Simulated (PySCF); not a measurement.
H4BClO2Si (SMILES OB(O)[SiH2]Cl), singlet, geometry from GFN2-xTB, atoms displaced at random by about 0.08 Å a coordinate; PySCF with DF-PBE0/STO-3G, gradient.

Input for PySCF:
```python
from pyscf import gto, scf, dft

mol = gto.Mole()
mol.atom = '''
    Si   -0.84354012   -0.48617747   -0.23489188
    Cl   -1.46295533    1.40478395   -0.09259422
    B     0.99112786   -0.42677545    0.23075668
    O     1.85667942   -1.84027161    0.00069018
    O     1.93897674    0.43736395    0.31509468
    H    -1.42680168   -0.94585947   -1.49949519
    H    -1.63158937   -1.16095491    0.74755470
    H     1.45352319   -2.50609562   -0.25014450
    H     1.40594074    1.39605718    0.38474285
'''
mol.basis = 'sto-3g'
mol.verbose = 4
mol.build()

mf = dft.RKS(mol)
mf.xc = 'pbe0'
mf = mf.density_fit(auxbasis='def2-universal-jkfit')
mf.kernel()
g = mf.nuc_grad_method()
g.auxbasis_response = False
grad = g.kernel()
```

Output, abridged:

```
PySCF version 2.14.0

[INPUT] verbose = 4
[INPUT] num. atoms = 9
[INPUT] num. electrons = 56
[INPUT] charge = 0
[INPUT] spin (= nelec alpha-beta = 2S) = 0
[INPUT] symmetry False subgroup None
[INPUT] Mole.unit = angstrom
[INPUT] Symbol           X                Y                Z      unit          X                Y                Z       unit  Magmom
[INPUT]  1 Si    -0.843540120000  -0.486177470000  -0.234891880000 AA   -1.594059801883  -0.918742266234  -0.443881322084 Bohr   0.0
[INPUT]  2 Cl    -1.462955330000   1.404783950000  -0.092594220000 AA   -2.764584906173   2.654656929685  -0.174977716518 Bohr   0.0
[INPUT]  3 B      0.991127860000  -0.426775450000   0.230756680000 AA    1.872960209826  -0.806488717188   0.436066926614 Bohr   0.0
[INPUT]  4 O      1.856679420000  -1.840271610000   0.000690180000 AA    3.508615604916  -3.477609337712   0.001304251177 Bohr   0.0
[INPUT]  5 O      1.938976740000   0.437363950000   0.315094680000 AA    3.664135000502   0.826498082258   0.595442648507 Bohr   0.0
[INPUT]  6 H     -1.426801680000  -0.945859470000  -1.499495190000 AA   -2.696264409269  -1.787415350626  -2.833635234203 Bohr   0.0
[INPUT]  7 H     -1.631589370000  -1.160954910000   0.747554700000 AA   -3.083257057052  -2.193886822869   1.412673646131 Bohr   0.0
[INPUT]  8 H      1.453523190000  -2.506095620000  -0.250144500000 AA    2.746760744804  -4.735834363772  -0.472704596566 Bohr   0.0
[INPUT]  9 H      1.405940740000   1.396057180000   0.384742850000 AA    2.656842945968   2.638165724433   0.727058614885 Bohr   0.0

nuclear repulsion = 264.470547836041
number of shells = 23
number of NR pGTOs = 111
number of NR cGTOs = 37
basis = sto-3g
ecp = {}

******** <class 'pyscf.df.df_jk.DFRKS'> ********
method = DFRKS
initial guess = minao
damping factor = 0
level_shift factor = 0
DIIS = <class 'pyscf.scf.diis.CDIIS'>
diis_start_cycle = 1
diis_space = 8
diis_damp = 0
SCF conv_tol = 1e-09
SCF conv_tol_grad = None
SCF max_cycles = 50
direct_scf = False
XC library pyscf.dft.libxc version 7.1.2
    S. Lehtola, C. Steigemann, M. J. T. Oliveira, and M. A. L. Marques,  SoftwareX 7, 1–5 (2018)
XC functionals = pbe0
    C. Adamo and V. Barone,  J. Chem. Phys. 110, 6158 (1999)
    M. Ernzerhof and G. E. Scuseria,  J. Chem. Phys. 110, 5029 (1999)
radial grids:
    Treutler-Ahlrichs [JCP 102, 346 (1995); DOI:10.1063/1.469408] (M4) radial grids

becke partition: Becke, JCP 88, 2547 (1988); DOI:10.1063/1.454033
pruning grids: <function nwchem_prune>
grids dens level: 3
symmetrized grids: False
atomic radii adjust function: <function treutler_atomic_radii_adjust>
small_rho_cutoff = 0
Set gradient conv threshold to 3.16228e-05
Initial guess from minao.
tot grids = 119504
******** <class 'pyscf.df.df.DF'> ********
auxbasis = def2-universal-jkfit
init E= -916.38400961244
  HOMO = -0.352004955610196  LUMO = -0.0478417345099067  gap/eV = 8.27670
cycle= 1 E= -915.984415895262  delta_E=  0.4  |g|= 0.75  |ddm|= 3.55
  HOMO = 0.0207199242170271  LUMO = 0.11428849174167  gap/eV = 2.54613
cycle= 2 E= -914.999916626496  delta_E= 0.984  |g|= 1.97  |ddm|= 3.32
  HOMO = -0.16880119946909  LUMO = 0.108001666578819  gap/eV = 7.53219
cycle= 3 E= -916.142289142793  delta_E= -1.14  |g|= 0.432  |ddm|= 2.66
  HOMO = -0.136363598165378  LUMO = 0.0898443547691689  gap/eV = 6.15543
cycle= 4 E= -916.198170133466  delta_E= -0.0559  |g|= 0.0893  |ddm|= 0.653
  HOMO = -0.156758832936703  LUMO = 0.0896853569962957  gap/eV = 6.70609
cycle= 5 E= -916.200759537808  delta_E= -0.00259  |g|= 0.0172  |ddm|= 0.132
  HOMO = -0.158320889571682  LUMO = 0.0915762732422403  gap/eV = 6.80005
cycle= 6 E= -916.200867638262  delta_E= -0.000108  |g|= 0.00215  |ddm|= 0.0285
  HOMO = -0.158826842615396  LUMO = 0.0916258969408782  gap/eV = 6.81517
cycle= 7 E= -916.200869715808  delta_E= -2.08e-06  |g|= 0.000463  |ddm|= 0.00487
  HOMO = -0.158746843351609  LUMO = 0.0915756892137284  gap/eV = 6.81162
cycle= 8 E= -916.200869802485  delta_E= -8.67e-08  |g|= 0.000139  |ddm|= 0.0008
  HOMO = -0.158695191509075  LUMO = 0.0915797625488887  gap/eV = 6.81033
cycle= 9 E= -916.20086981004  delta_E= -7.55e-09  |g|= 2.94e-05  |ddm|= 0.000231
  HOMO = -0.158691742953989  LUMO = 0.0915747351134323  gap/eV = 6.81010
cycle= 10 E= -916.200869810394  delta_E= -3.54e-10  |g|= 4.21e-06  |ddm|= 6.22e-05
  HOMO = -0.158691859216607  LUMO = 0.0915769135176907  gap/eV = 6.81016
Extra cycle  E= -916.200869810395  delta_E= -9.09e-13  |g|= 4.46e-06  |ddm|= 1.42e-05
converged SCF energy = -916.200869810395

******** <class 'pyscf.df.grad.rks.Gradients'> for <class 'pyscf.df.df_jk.DFRKS'> ********
unit = Eh/Bohr
grid_response = False
--------------- DFRKS gradients ---------------
         x                y                z
0 Si     0.0276594054     0.0419614012     0.0045926288
1 Cl     0.0199437258    -0.0663370350    -0.0033815802
2 B    -0.0511057316     0.2136059399     0.0577816755
3 O    -0.1502784909    -0.4034717432    -0.1397671020
4 O    -0.0046407278    -0.1355900517    -0.0228304210
5 H    -0.0175462746     0.0013306304    -0.0025660009
6 H     0.0020574768     0.0090459762    -0.0084578087
7 H     0.2086672804     0.2926681004     0.1109863891
8 H    -0.0420699061     0.0462803698     0.0027556429
----------------------------------------------
```
